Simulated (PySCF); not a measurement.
Al(F)(NHMe)(OH) (CH5AlFNO), SMILES C[NH][Al]([OH])[F]. Geometry optimised at r2SCAN-D4/def2-SVP. The structure was generated by enumeration; whether it is a known compound was not checked. Other conformers were not sampled.

Computed equilibrium geometry at r2SCAN-D4/def2-SVP (PySCF confirms it by a frequency run) as Cartesian coordinates in Å, and its point group (one conformer of several):
point group Cs.
```xyz
10

Al    -0.0330    -0.5362     0.0000
F     -1.0766    -1.8332     0.0000
N     -0.6843     1.0996     0.0000
C      0.0697     2.3407     0.0000
H     -1.6889     1.2534     0.0000
H     -0.1345     2.9641    -0.8915
H     -0.1345     2.9641     0.8915
H      1.1491     2.1226     0.0000
O      1.6474    -0.7490     0.0000
H      2.1195    -1.5841     0.0000
```
